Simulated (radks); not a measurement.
These are the eigenvalues of the occupied orbitals of an atom or ion with whole-number occupations (hartree). Method: scalar-relativistic Kohn-Sham, SCAN, spin-polarised, spherical densities, finite nucleus; meta-GGA in the generalised Kohn-Sham scheme; Fermi nuclear charge, rms radius of each element as measured or else 0.836 A^(1/3) + 0.57 fm; computed with a radial shooting solver on a logarithmic mesh with Libxc functionals.

| orbital | eigenvalue |
|---|---|
| 1s up | -379.1247 |
| 1s down | -379.1245 |
| 2s up | -48.93753 |
| 2s down | -48.89902 |
| 2p up | -42.78813 |
| 2p down | -42.75956 |
| 3s up | -7.67019 |
| 3s down | -7.60680 |
| 3p up | -5.78094 |
| 3p down | -5.71763 |
| 3d up | -2.71365 |
| 3d down | -2.64998 |
| 6f up | -0.20370 |

Which element is it, and in what charge state? The configuration may be excited. Open shells, if any, are filled with parallel spins first.

Answer. Z = 31, gallium, charge +3: Ga3+ in [Ar] 3d9 6f1. The list shows which subshells hold electrons but not how many an open one holds; the 1s level, -379.12 hartree, gives Z - s = 27.5 by -(Z - s)^2/2, which with screening and relativity narrows Z to a few neighbours, and the depths of the outer levels then fix element, charge and occupations together.
